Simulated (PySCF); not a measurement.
GeH5, SMILES [GeH5-], charge -1. Coordinates come from a B3LYP-D3(BJ)/def2-TZVPD optimisation.

Computed equilibrium geometry at B3LYP-D3(BJ)/def2-TZVPD (PySCF confirms it by a frequency run) as Cartesian coordinates in Å, and its point group:
point group D3h.
```xyz
6

Ge     0.0000     0.0000     0.0000
H      0.0000     0.0000     1.7315
H      0.0000     0.0000    -1.7315
H      1.5860     0.0000     0.0000
H     -0.7930     1.3735     0.0000
H     -0.7930    -1.3735     0.0000
```
Charge -1, spin multiplicity 1.
